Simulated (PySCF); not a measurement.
# Static response to an electric field

C5H7GeN.
Structure used (PBE0-D3(BJ)/def2-SVP), in Å, numbered top down from 1:
```
atom  x, y, z in Å
Ge1    1.984    0.448   -0.565
C2     0.053    0.385   -0.247
C3    -0.601   -0.743    0.261
C4    -1.981   -0.695    0.450
C5    -2.658    0.476    0.126
C6    -1.919    1.550   -0.374
N7    -0.603    1.510   -0.556
H8     2.610    1.576    0.272
H9     2.250    0.717   -2.055
H10    2.614   -0.901   -0.163
H11   -0.036   -1.646    0.505
H12   -2.519   -1.561    0.844
H13   -3.739    0.562    0.255
H14   -2.419    2.488   -0.640
```

Level: CAM-B3LYP/def2-SVPD (PySCF), static field, nuclei fixed, core orbitals frozen in the response. The polarisability tensor in these axes (au):

```
x   123.26  -2.01  -8.11
y    -2.01  92.15  -9.75
z    -8.11  -9.75  69.23
```

Task: What are the eigenvalues, a third of the trace, and Δα (Δα² = ½Σ(αi − αj)² over the three pairs)?

Result: Principal values 64.47, 95.71 and 124.46 au; mean 94.88 au = 14.06 Å³ = 15.64 × 10⁻⁴⁰ C²·m²/J; Δα = 51.97 au (55 % of the mean).

Task: What is the dipole moment, and where does it point?

Result: (-1.66, -1.59, 0.83) D, 2.44 D in size, pointing from the negative to the positive side. Measured along this direction, the outermost atoms are H8 and H9 at the negative end and H12 at the positive end.

Task: How large is μ²/3kT at 500 K beside α?

Result: In Gaussian units μ²/3kT = 28.83 Å³ against 14.06 Å³, a ratio of 2.05; the Debye molar polarisation (4π/3)N_A(α + μ²/3kT) is 108.2 cm³/mol, leaving out the vibrational part.

Task: What would n − 1 = 2πNα be for an ideal gas of these molecules at 500 K and 1 atm, electronic part alone?

Result: N = p/kT = 1.4678 × 10¹⁹ cm⁻³, so n − 1 = 2π × N × 14.06 × 10⁻²⁴ cm³ = 1297 × 10⁻⁶ at long wavelengths, for an ideal gas.

Task: What molar refraction does this α imply?

Result: Lorentz–Lorenz: R = (4π/3)N_A α = 2.5225 cm³/(mol·Å³) × 14.06 Å³ = 35.5 cm³/mol, in the limit of long wavelengths.

Task: Rayleigh depolarisation ratio (linearly polarised light, static tensor)?

Result: ρ = 3Δα²/(45ᾱ² + 4Δα²) = 8102.8/(405088 + 10803.7) = 0.0195.

Task: Give the principal axes and the span of the nuclei along them.

Result: Largest value along (0.99, -0.02, -0.14), where the nuclei span 6.37 Å; middle along (-0.03, 0.94, -0.34), 4.35 Å; least along (0.14, 0.34, 0.93), 2.51 Å. The response follows the extents in order.

Geometry: PBE0-D3(BJ)/def2-SVP; no solvent, vibrations or thermal averaging. The calculation is non-relativistic, for germanium too.

These values come from a run that also computed excited states. On an Arm Neoverse V1 with one thread, no GPU, shared host with 64 logical CPUs at a one-minute load of 22, this took 56 s (with the writing of density and orbital grids) and 1.2 GiB of memory at its peak.
